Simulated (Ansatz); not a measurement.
```yaml
crystal:
  periodic: [false, false, false]
  atoms:
    - {symbol: Bi, position_ang: [-1.087064, -0.215363, 1.269811]}
    - {symbol: Bi, position_ang: [1.562452, -0.621543, 0.113724]}
    - {symbol: Bi, position_ang: [-0.475388, 0.836907, -1.383534]}
basis:
  gaussian: {orbitals: def2-SVPD}
magnetization: {spin_polarized: true, initial_magnetization: 1}
hamiltonian: {xc: {name: HF}}
correlation: {method: ccsd_t}
scf: {omitted_lower_state_checks: [starts]}
```

```sh
$ ansatz run in.yaml --threads 2 --pin off --events-out ev --progress --plain --max-ram 4352MiB
```

Output, abridged:

```
Functional definition: HF
1221 factors; integrals over basis functions are off by at most 9.1e-5 eV
mean field evaluation 1: about -17434.8227 eV, gradient 6.0e0 eV
mean field evaluation 2: about -17434.8315 eV, gradient 6.1e0 eV
mean field evaluation 4: about -17435.4904 eV, gradient 2.1e0 eV
mean field evaluation 8: about -17436.1765 eV, gradient 6.5e-1 eV
mean field evaluation 16: about -17436.2350 eV, gradient 1.2e-4 eV
mean field evaluation 32: about -17433.1837 eV, gradient 1.3e1 eV
mean field evaluation 64: about -17436.1925 eV, gradient 4.6e-1 eV
mean field -17436.23503489 eV, -640.7698188276 hartree, gradient 1.8e-6 eV, S^2 1.681020; 1 other end points of the search recorded, 0 dependent functions left out
determinant -17436.23503489 eV, -640.7698188276 hartree, with singles and doubles -17445.04548707 eV, -641.0935969731 hartree
determinant -17435.44982020 eV, -640.7409627201 hartree, with singles and doubles -17445.02241749 eV, -641.0927491820 hartree
determinant -17436.23503489 eV, -640.7698188276 hartree, with singles and doubles -17445.08302685 eV, -641.0949765349 hartree
determinant -17435.44982020 eV, -640.7409627201 hartree, with singles and doubles -17445.02451236 eV, -641.0928261670 hartree
12 core orbitals not correlated: weight in the atoms' cores, before any rotation towards them, 1.000 or more for the frozen orbitals, at most 0.000 for the correlated occupied ones
reference -17435.44982020 eV, -640.7409627201 hartree; 23, 22 occupied and 61, 62 virtual orbitals, 1221 factors
second order -9.46389888 eV of doubles, -0.00000000 eV of singles
cycle   1  -9.57469461 eV  change   -2.4e-6 eV  update   5.4e-6
perturbative correction -0.60758760 eV, -0.0223284323 hartree
Total energy: -17445.63210241 eV, -641.1151546894 hartree
Checks for a lower state left out: starts
```

Run time 76 s (2 threads of Intel Xeon 6975P-C on a shared host), peak host memory 1.1 GiB.

In the def2 sets Bi takes a core potential; there is no spin–orbit coupling. Correlated methods freeze 12 core orbitals; core or outer-core shells of Bi are correlated, in sets that lack core-valence functions. The stability test found the charge 0 doublet unstable.
